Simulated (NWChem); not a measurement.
## Basis-set convergence for H4AlClO

```xyz
7

Al     0.9564    -0.2914     0.0668
H      1.4332    -1.2897     1.2136
H      1.9457     0.3594    -1.0136
Cl    -1.0978    -0.5894    -0.6267
O      0.3449     1.3951     1.0238
H     -0.6100     1.3626     0.7678
H      0.7024     2.2151     0.6268
```
Charge 0, spin multiplicity 1.

Program: NWChem. The geometry was optimised at PBE/def2-SVP, a minimum by its harmonic frequencies.

Quantity: dipole moment at the level PBE.

The Pople sets run with spherical d functions. The structure started from a generated list of species.

Relative cost: rough, from shared machines, SCF included, 3-21G = 1.

| basis | functions | dipole moment (D) | relative cost |
|---|---|---|---|
| 3-21G | 43 | (withheld) | 1 |
| 6-31G* | 58 | 4.26 | under 3 |
| cc-pVDZ | 70 | 4.14 | 4 |
| pcseg-1 | 70 | 4.17 | under 3 |
| 6-31+G* | 70 | 4.16 | under 3 |
| aug-cc-pVDZ | 113 | (withheld) | 8 |
| aug-pcseg-1 | 113 | 3.90 | 6 |
| def2-TZVP | 129 | 3.98 | 5 |
| pcseg-2 | 154 | 4.05 | 8 |
| def2-TZVPP | 171 | (withheld) | 10 |

Fill in the missing entries.


- 3-21G, dipole moment (D): 4.68
- aug-cc-pVDZ, dipole moment (D): 3.87
- def2-TZVPP, dipole moment (D): 3.95
